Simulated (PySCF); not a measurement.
# Worked example: chemical shift, span and skew from a shielding tensor

B(H)3(SMe2) (C2H9BS), SMILES [BH3]<-S(C)C (connectivity only; charge and spin as stated), neutral, multiplicity 1. Atoms are numbered in the order given.

```xyz
13

B      1.7840    -0.3069     0.0000
H      2.2889     0.1312    -1.0216
H      1.5710    -1.5114     0.0000
H      2.2889     0.1312     1.0216
C     -0.8129    -0.2616    -1.3820
S      0.0289     0.5235     0.0000
C     -0.8129    -0.2616     1.3820
H     -0.7055    -1.3529    -1.3073
H     -1.8702     0.0361    -1.3997
H     -0.3125     0.0906    -2.2934
H     -0.7055    -1.3529     1.3073
H     -0.3125     0.0906     2.2934
H     -1.8702     0.0361     1.3997
```

Geometry: PBE0-D3(BJ)/def2-SVP. The isomer is the one that the SMILES or the coordinates give; other isomers of the formula were not compared. One conformer was computed; it need not be the lowest.

GIAO shieldings from PBE0/pcSseg-1 in PySCF, non-relativistic, no solvent. The symmetric part of the tensor of C5 has the principal values 136.7, 141.2, 185.1 ppm. The same nucleus in TMS has σ = 186.3 ppm at this level (PySCF, at its B3LYP-D3(BJ)/def2-TZVP geometry).

**Question.** Work out the isotropic shielding, the ¹³C shift against TMS, the span and the skew.

**Answer.** 
σ(iso) = (σ11 + σ22 + σ33)/3 = 154.3 ppm. δ = σ(ref) − σ(iso) = 186.3 − (154.3) = 32.0 ppm.
Span Ω = σ33 − σ11 = 48.4 ppm. Skew κ = 3(σ(iso) − σ22)/Ω = 0.81. Tumbling in solution averages the tensor to δ; in a static solid the shielding alone would spread this spin-1/2 line over Ω.
